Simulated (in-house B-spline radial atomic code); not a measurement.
## Ionising Sc5+ with different functionals

Computed with a radial B-spline atomic code at the basis-set limit: four-component Dirac-Coulomb Hamiltonian, Fermi nucleus of rms radius 3.5459 fm, spin-restricted, spherical fractional occupations for the functionals. The ionisation energy is the difference of two self-consistent energies, [Ne] 3s2 3p4 → [Ne] 3s2 3p3, without Breit or QED terms; ε is the level of the shell that loses the electron (mean over j). The electron is taken from both j subshells in proportion to 2j + 1, so the result is a j average, not the step between ground levels.

Hybrids are left out here: with spherical fractional occupations of an open shell their exact exchange keeps a self-interaction that integer-occupation calculations don't have.

```tsv
method	rung	ΔSCF (eV)	-ε(3p) (eV)
LDA VWN5	LDA	113.58	103.25
relativistic LDA	LDA	113.55	103.23
LDA PW92	LDA	113.57	103.24
LDA exchange-only	LDA	111.73	101.41
PBE	GGA	113.53	103.21
PBEsol	GGA	?	?
BLYP	GGA	113.40	103.07
RPBE	GGA	113.51	103.20
PW91	GGA	?	?
BP86	GGA	113.63	103.30
AM05	GGA	113.42	103.09
OLYP	GGA	113.79	103.48
```

What does PW91 give?

ΔSCF 113.65 eV, and -ε(3p) = 103.32 eV.

What does PBEsol give?

ΔSCF 113.43 eV, and -ε(3p) = 103.11 eV.

How do they compare with the NIST value?

NIST lists 110.68 eV ± 0.05 (semi-empirical, ground level to ground level). Errors run from +1.05 to +3.11 eV. The correlated functionals all miss on the same side by more than they spread, so the cause is common to them (Breit-QED terms, spin polarisation, the choice among j levels, multiplet and fine-structure energies, or a listed next ion that isn't the cheapest removal here) and closeness doesn't rank the functionals.
